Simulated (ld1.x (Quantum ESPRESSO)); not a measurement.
## Which change was made? (Ca, ultrasoft)

| Property | Result |
| --- | --- |
| Element | Ca |
| Generator | ld1.x (Quantum ESPRESSO) 7.5 |
| Type | ultrasoft |
| Functional | LDA (PZ) |
| Relativity | scalar-relativistic |
| Frozen core | [Ne] |
| Valence charge | 10 |
| Reference configuration | 3s2 3p6 3d0 4s1.75 4p0.25 |
| Partial waves | 3s (bound): rcut 1.70, rcutus 1.95 bohr; 4s (bound): rcut 1.70, rcutus 1.95 bohr; 3p (bound): rcut 1.75, rcutus 1.90 bohr; 4p (bound): rcut 1.75, rcutus 1.90 bohr; 3d (bound, empty): rcut 1.60, rcutus 2.05 bohr; 3d channel at 0.45 Ry: rcut 1.60, rcutus 2.05 bohr |
| Local potential | all-electron potential smoothed inside 1.70 bohr (lloc = -1) |
| Core correction | Bessel-smoothed model core inside 1.40 bohr |
| Augmentation charge | PSQ, inside the norm-conserving radii |

Cutoffs, loose and tight: the cutoffs (Ry, on a coarse ladder) from which the occupation-weighted sum of valence levels, in a spherical-Bessel basis at the reference potential, stays within 10 and 1 mRy of its value at 400 Ry. They do not see the model core or the augmentation charge, which bear on the density cutoff. Test errors are all-electron minus pseudo excitation energies from the reference, over the configurations 3s2 3p6 3d0 4s2 4p0; 3s2 3p6 3d0 4s1 4p0; 3s2 3p6 3d0 4s0 4p0; 3s1 3p6 3d0 4s2 4p0; 3s2 3p6 3d0 4s0 4p2; 3s2 3p6 3d0 4s1.5 4p0; 3s2 3p6 3d1 4s0 4p0 (two spin-polarised tests are not counted in the largest error); variants that change the core or the reference have their own tests.

The base gives: outcome: generated, overlap not positive; bound ghosts: not determined (overlap not positive); largest test error (meV): -120.

Q: After one change the result is: outcome: generated, overlap not positive; bound ghosts: not determined (overlap not positive); largest test error (meV): -24. Which change was it?
A. type PAW; local potential all-electron potential smoothed inside 2.05 bohr (lloc = -2)
B. local potential all-electron potential smoothed inside 1.80 bohr (lloc = -2)
C. waves 3s (bound): rcut 1.48, rcutus 1.56 bohr; 4s (bound): rcut 1.48, rcutus 1.56 bohr

A: C. The others give: type PAW; local potential all-electron potential smoothed inside 2.05 bohr (lloc = -2) → outcome: generated; cutoff, loose: 21 Ry; cutoff, tight: 35 Ry; bound ghosts: none; largest test error (meV): -2.4 | local potential all-electron potential smoothed inside 1.80 bohr (lloc = -2) → outcome: generated; cutoff, loose: 21 Ry; cutoff, tight: 35 Ry; bound ghosts: none; largest test error (meV): -89. A file whose overlap is not positive is unfit for use, and its test errors describe a broken file.
